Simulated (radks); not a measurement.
The nuclear charge of the cobalt ion Co2+ is varied continuously with 25 electrons held in [Ar] 3d7. Method: scalar-relativistic Kohn-Sham, r2SCAN, spin-unpolarised, spherical densities, finite nucleus; meta-GGA in the generalised Kohn-Sham scheme; Fermi nuclear charge, rms radius 3.7875 fm; computed with a radial shooting solver on a logarithmic mesh with Libxc functionals. By the Hellmann-Feynman theorem dE/dZ = E(electron-nucleus)/Z, the electronic potential at the nucleus (averaged over a nucleus of fixed radius). The scalar-relativistic energy here is not variational (the density holds large components alone), so the two differ by a part that grows with Z.

Z,E (hartree),E(electron-nucleus)/Z (hartree),HOMO,e(HOMO) (eV),<r> HOMO (bohr)
26,-1272.39224,-116.907,3d,-11.339,1.208
26.25,-1301.83150,-118.410,3d,-14.795,1.150
26.5,-1331.64694,-119.910,3d,-18.575,1.100
26.75,-1361.83778,-121.407,3d,-22.658,1.055
27,-1392.40339,-122.901,3d,-27.029,1.016
27.25,-1423.34328,-124.394,3d,-31.674,0.9808
27.5,-1454.65708,-125.885,3d,-36.583,0.9487
27.75,-1486.34450,-127.375,3d,-41.747,0.9195
28,-1518.40536,-128.865,3d,-47.158,0.8926

The central difference of E at Z = 27 is -123.011 hartree, to compare with the third column; the second derivative is -5.99 hartree.
